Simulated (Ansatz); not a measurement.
Cost and result up the ladder for Pb₂S₃ (5 atoms). Charge 0, multiplicity 1. Geometry: r2SCAN-D4/def2-SVP.

```xyz
5

Pb   -1.553   -0.507    0.795
Pb    1.409    1.086   -0.371
S    -0.266   -0.722   -1.661
S    -0.440    1.762    1.289
S     0.851   -1.620   -0.052
```

Ansatz on 4 threads of Arm Neoverse V2 on a shared host. Times are rough, and most runs start from the orbitals of an earlier one. PBE0-D4/def2-TZVP serves as the yardstick here, not as an exact answer. Differences are given only for rows in sets of like size (and for xTB, whose basis is part of the method), since another set adds its own error. Binding counts from free atoms at the same level (Pb triplet, S triplet; other spins of the atoms weren't run), without zero-point energy or a counterpoise term.

In the def2 sets Pb takes a core potential; there is no spin–orbit coupling. B3LYP takes the VWN-RPA correlation. Correlated methods freeze 23 core orbitals; core or outer-core shells of Pb are correlated, in sets that lack core-valence functions. The structure comes from a short search, and lower isomers may exist.

Correlated methods converge slowly with the basis.

```csv
level,functions,wall time,binding energy per atom (eV),difference from PBE0-D4/def2-TZVP (eV)
PBE-D4/def2-SVP,106,1.1 s,3.12,–
PBE0-D4/def2-SVP,106,1.7 s,2.91,–
revPBE-D4/def2-TZVP,211,2.4 s,3.03,0.06
PBE-D4/def2-TZVP (with forces),211,3 s,3.17,0.19
B3LYP-D4/def2-TZVP,211,4.6 s,2.92,-0.06
PBE0-D4/def2-TZVP,211,5.5 s,2.98,0.00
r2SCAN-D4/def2-TZVP,211,6.5 s,3.00,0.02
RPA@PBE/def2-TZVP,211,7 s,2.57,-0.41
r2SCANh-D4/def2-TZVP,211,8 s,2.93,-0.05
CCSD(T)/def2-TZVP,211,2.6 min,2.77,-0.21
```
